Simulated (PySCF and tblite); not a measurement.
Values are calculated unless marked as measured or tabulated.
C₇H₁₀F₂, numbered as in [F:1][C@H:2]1[CH2:3][CH2:4][CH2:5][C@:6]2([F:7])[CH2:8][C@H:9]12.

Free energies: PBE0-D3(BJ)/def2-SVP (IEF-PCM, chloroform) on GFN2-xTB structures plus GFN2-xTB thermal terms, symmetry and mirror images included. Conformers within 2.5 kcal/mol (GFN2-xTB free energy) were kept, 2 at most. (PySCF 2.14, tblite 0.8.)

The 6-ring runs over atoms 2–3–4–5–6–9.

```json
{"conformer": "1", "shape": "6-ring half-chair (ring torsions 68, -52, 18, 2, 13, -46°)", "symmetry": "C1", "dipole D": "2.94"}
{"conformer": "2", "shape": "6-ring half-chair (ring torsions -68, 49, -18, 4, -20, 51°)", "symmetry": "C1", "dipole D": "2.83"}
```

Problem. Which of these conformers is the most populated at 298.15 K, and with what share?

Solution. Conformer 1, about 64 %. The lead over the next is within the error of the method.

Problem. Give the DFT energies and free energies relative to the lowest, and all weights.

Solution. 
| conformer | shape | E(DFT) kcal/mol | G(298.15 K) kcal/mol | weight % |
| --- | --- | --- | --- | --- |
| 1 | 6-ring half-chair (ring torsions 68, -52, 18, 2, 13, -46°) | 0.00 | 0.00 | 64.4 |
| 2 | 6-ring half-chair (ring torsions -68, 49, -18, 4, -20, 51°) | 0.38 | 0.35 | 35.6 |

Problem. How does its share change from 250 K to 350 K?

Solution. From 67 % to 62 %; the mixing entropy goes from 1.26 to 1.32 cal/(mol K).


Conformer gaps in def2-SVP on xTB geometries can be 2 kcal/mol too large for S=O, P=O and other polar bonds.